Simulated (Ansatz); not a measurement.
The lowest singlet and triplet of ClIn (SMILES [Cl][In]); geometries from B3LYP-D3(BJ)/def2-TZVP, each state relaxed from the structure named, with no frequency check.
Singlet (charge 0, multiplicity 1):
```tsv
atom	x (Å)	y (Å)	z (Å)
Cl	0.0000	0.0000	-1.8123
In	0.0000	0.0000	0.6287
```
Triplet (charge 0, multiplicity 3):
```
atom   x (Å)   y (Å)    z (Å)
----  ------  ------  -------
Cl    0.0000  0.0000  -1.7837
In    0.0000  0.0000   0.6188
```

```json
[
 {"level": "U-HF/def2-SVP", "gap E(singlet) − E(triplet), adiabatic (kcal/mol)": "-60.51", "cost": "-"},
 {"level": "R-HF/def2-TZVPP", "gap E(singlet) − E(triplet), adiabatic (kcal/mol)": "-59.49", "cost": "-"},
 {"level": "R-PBE/def2-TZVPP", "gap E(singlet) − E(triplet), adiabatic (kcal/mol)": "-81.59", "cost": "×1"},
 {"level": "R-B2PLYP/def2-TZVPP", "gap E(singlet) − E(triplet), adiabatic (kcal/mol)": "-80.19", "cost": "×0.9"},
 {"level": "R-SCS-MP2/def2-TZVPP", "gap E(singlet) − E(triplet), adiabatic (kcal/mol)": "-74.38", "cost": "-"},
 {"level": "U-CCSD/def2-SVP", "gap E(singlet) − E(triplet), adiabatic (kcal/mol)": "-73.20", "cost": "-"},
 {"level": "U-CCSD/def2-TZVPP", "gap E(singlet) − E(triplet), adiabatic (kcal/mol)": "-73.83", "cost": "-"},
 {"level": "R-CCSD(T)/def2-TZVPP", "gap E(singlet) − E(triplet), adiabatic (kcal/mol)": "-73.98", "cost": "×2"},
 {"level": "R-CCSD(T)/def2-QZVPP", "gap E(singlet) − E(triplet), adiabatic (kcal/mol)": "-74.48", "cost": "×7"},
 {"level": "SA-CASSCF(2,3)/def2-QZVPP", "gap E(singlet) − E(triplet), adiabatic (kcal/mol)": "-74.00", "cost": "-"},
 {"level": "SC-NEVPT2 on SA-CASSCF(2,3)/def2-SVP", "gap E(singlet) − E(triplet), adiabatic (kcal/mol)": "-75.64", "cost": "-"},
 {"level": "SC-NEVPT2 on SA-CASSCF(2,3)/def2-QZVPP", "gap E(singlet) − E(triplet), adiabatic (kcal/mol)": "-76.35", "cost": "-"},
 {"level": "FIC-MRCISD+Q on SA-CASSCF(2,3)/def2-TZVPP", "gap E(singlet) − E(triplet), adiabatic (kcal/mol)": "-75.22", "cost": "-"},
 {"level": "FIC-MRCISD+Q on SA-CASSCF(2,3)/def2-QZVPP", "gap E(singlet) − E(triplet), adiabatic (kcal/mol)": "-75.70", "cost": "-"}
]
```

The rows run from -81.59 (R-PBE/def2-TZVPP) to -59.49 kcal/mol (R-HF/def2-TZVPP). From def2-TZVPP to def2-QZVPP R-CCSD(T) changes by -0.51.

A positive gap puts the triplet lower; no zero-point energy. R- takes a restricted singlet. U- takes an unrestricted singlet (broken symmetry where lower, unprojected). The triplet is unrestricted in single-reference levels. Active spaces average the two states.

Cores are frozen in the correlated methods. Filled d and f shells under p-block atoms count as core.

Run with Ansatz (a first-principles code).  In def2 rows elements past Kr take small-core potentials, without spin–orbit coupling.

Costs are rough ratios of core time to R-PBE/def2-TZVPP (about 9 s over the structures, on one shared machine); a dash marks a level with no comparable run of its own.
